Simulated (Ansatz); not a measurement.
Cartesian coordinates in Å:
```
Cl 0.7396 0.7433 2.3607
Ti 0.4478 0.4289 0.2337
Cl 1.7114 1.6052 -1.0806
Se -1.7777 0.9770 -0.4741
Se 0.7840 -1.9298 -0.0455
H -2.3044 -0.0267 0.4679
H 0.3993 -1.7979 -1.4621
```

The species carries charge 0 and has multiplicity 1.

List the PBE/def2-TZVPP orbital energies in eV (the Gaussian-basis code of Ansatz). (Best estimate.)

Computed: Occupied: -12302.65, -12302.65, -4837.52, -2739.40, -2739.40, -1562.64, -1562.64, -1403.42, -1403.42, -1403.37, -1403.37, -1403.36, -1403.36, -531.78, -444.37, -444.31, -444.30, -249.98, -249.98, -205.62, -205.62, -190.59, -190.59, -190.56, -190.56, -190.55, -190.55, -150.96, -150.96, -150.80, -150.80, -150.76, -150.76, -62.17, -54.05, -54.04, -54.00, -54.00, -53.96, -53.96, -53.85, -53.85, -53.85, -53.85, -39.36, -39.17, -39.10, -20.47, -20.32, -17.65, -17.49, -10.10, -10.06, -9.71, -9.42, -8.95, -8.69, -8.68, -8.32, -7.79, -7.49, -7.01, -6.34. Lowest empty: -4.37, -3.96, -3.63, -3.23, -3.19, -1.15, -0.76, 0.47.
